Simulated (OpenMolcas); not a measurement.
Pd2+ among 6 point charges of -1.5 e arranged as an octahedron (Oh).

| Quantity | Value |
| --- | --- |
| Program | OpenMolcas 26.06 |
| Method | CASSCF |
| Basis | ANO-RCC-VDZP [6s5p3d1f] |
| Scalar Hamiltonian | DKH2, point nucleus |
| Active space | 8 electrons in 5 orbitals (4d) |
| State averaging | 2S+1 = 3 even, 10 roots; 2S+1 = 1 even, 15 roots |
| Spin-orbit coupling | state interaction with AMFI integrals over the reference wave functions |

All point charges move together. At R = 1.93 Å |10Dq| is 8374 cm-1, and at R = 2.06 Å it is 6360 cm-1.

Task: A third run gives 4519 cm-1. What distance was it run at?

Result: With a power law R^-n the two known points give n = -ln(6360 / 8374) / ln(2.06 / 1.93) = 4.22. Then R = 1.93 × (8374 / 4519)^(1/4.22) = 2.234 Å. The run was at 2.23 Å, so the estimate is off by +0.004 Å.

Without dynamic correlation the repulsion within the d shell is too large (B by tens of per cent), so at a given field states of lower spin stand too high. Real 4d8 and 5d8 ions are as a rule square planar and diamagnetic. This is an electrostatic model: the charges have no orbitals. No measured value stands beside these numbers.
